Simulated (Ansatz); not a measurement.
The cluster CrPb12. Total charge 0; singlet. Geometry PBE-D4/def2-SVP.

```xyz
13

Cr   -2.0230    0.5271   -1.3256
Pb    2.3402    2.3107   -0.0525
Pb   -0.5724   -1.6414    2.7939
Pb    2.6128   -0.6823    1.7114
Pb    0.3768    1.6097   -2.7832
Pb    0.3512    1.7468    2.7630
Pb   -2.4095   -2.0985   -0.0824
Pb   -2.7201    0.7330    1.5675
Pb    2.6686   -0.7309   -1.7803
Pb    0.8831   -3.1646   -0.0090
Pb   -1.0619    2.9667   -0.1612
Pb    0.1116   -0.0311    0.0741
Pb   -0.5574   -1.5452   -2.7156
```

In the def2 sets Pb takes a core potential; there is no spin–orbit coupling. Single mean-field runs in def2-TZVP are fitted with def2-universal-jkfit. At PBE-D4/def2-SVP the restricted singlet is unstable: a solution with broken spin symmetry lies lower. The restricted singlet is unstable towards broken spin symmetry at other levels; at PBE-D4/def2-TZVP, r2SCAN-D4/def2-TZVP, PBE0-D4/def2-SVP, PBE0-D4/def2-TZVP this wasn't settled. Another isomer (singlet) lies 2.89 eV lower at PBE0-D4/def2-TZVP; other spin states weren't run for this one.

Q: Estimate the orbital energies around the gap (eV) in Ansatz with PBE-D4/def2-SVP, PBE-D4/def2-TZVP, r2SCAN-D4/def2-TZVP, PBE0-D4/def2-SVP, PBE0-D4/def2-TZVP.

A: 
| orbital | PBE-D4/def2-SVP | PBE-D4/def2-TZVP | r2SCAN-D4/def2-TZVP | PBE0-D4/def2-SVP | PBE0-D4/def2-TZVP |
| --- | --- | --- | --- | --- | --- |
| HOMO−13 | -6.03 | -5.99 | -6.21 | -6.79 | -6.72 |
| HOMO−12 | -6.02 | -5.97 | -6.18 | -6.76 | -6.70 |
| HOMO−11 | -5.50 | -5.50 | -5.72 | -6.30 | -6.27 |
| HOMO−10 | -5.31 | -5.30 | -5.50 | -6.11 | -6.08 |
| HOMO−9 | -5.31 | -5.29 | -5.49 | -6.11 | -6.08 |
| HOMO−8 | -5.14 | -5.12 | -5.30 | -5.80 | -5.76 |
| HOMO−7 | -5.10 | -5.08 | -5.26 | -5.76 | -5.71 |
| HOMO−6 | -4.64 | -4.63 | -4.78 | -5.24 | -5.20 |
| HOMO−5 | -4.64 | -4.62 | -4.78 | -5.24 | -5.20 |
| HOMO−4 | -4.31 | -4.31 | -4.46 | -5.02 | -5.00 |
| HOMO−3 | -4.31 | -4.31 | -4.46 | -5.01 | -5.00 |
| HOMO−2 | -4.06 | -4.04 | -4.18 | -4.74 | -4.69 |
| HOMO−1 | -3.57 | -3.59 | -3.84 | -4.58 | -4.57 |
| HOMO | -3.57 | -3.59 | -3.83 | -4.55 | -4.54 |
| LUMO | -3.48 | -3.50 | -3.24 | -2.63 | -2.60 |
| LUMO+1 | -3.46 | -3.48 | -3.23 | -2.24 | -2.25 |
| LUMO+2 | -3.11 | -3.11 | -3.10 | -2.20 | -2.21 |
| LUMO+3 | -2.57 | -2.59 | -2.48 | -2.02 | -2.03 |
| LUMO+4 | -2.22 | -2.24 | -2.20 | -1.78 | -1.78 |
| LUMO+5 | -2.22 | -2.24 | -2.14 | -1.73 | -1.72 |
